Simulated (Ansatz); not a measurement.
System: difluoroborinic acid, sum formula HBOF2, charge 0, multiplicity 1. 
Structure (B3LYP-D3(BJ)/def2-TZVP (Ansatz, an electronic-structure program) minimum search):
```
B
F 1 1.3217
F 1 1.3324 2 118.24
O 1 1.3483 2 119.47 3 180.00
H 4 0.9626 1 114.10 2 -180.00
```

Computed values are from Ansatz. Correlated levels leave the core frozen unless marked. UHF or UKS for open shells. Spin-orbit coupling is left out. No relativistic terms. Basis-set limits of correlation are two-point, X^-3; Hartree-Fock from the larger set. The bracket is a focal-point correction in the basis named.

```json
{
  "atomisation energy De": "558.5 kcal/mol at CCSD(T)/CBS(cc-pVTZ,cc-pVQZ)",
  "vertical ionisation energy (to the doublet)": "14.12 eV at RI-MP2/CBS(aug-cc-pVTZ,aug-cc-pVQZ)+[CCSD(T)-MP2]/aug-cc-pVTZ",
  "vertical_triplet_singlet_gap": "9.07 eV at RI-MP2/CBS(aug-cc-pVTZ,aug-cc-pVQZ)+[CCSD(T)-MP2]/aug-cc-pVTZ",
  "total_energy": "-300.3281 Eh at CCSD(T)/CBS(cc-pVTZ,cc-pVQZ)",
  "dipole_moment": "1.97 D at CCSD(T)/aug-cc-pVDZ",
  "T1 diagnostic": "0.011 at CCSD/cc-pVQZ"
}
```
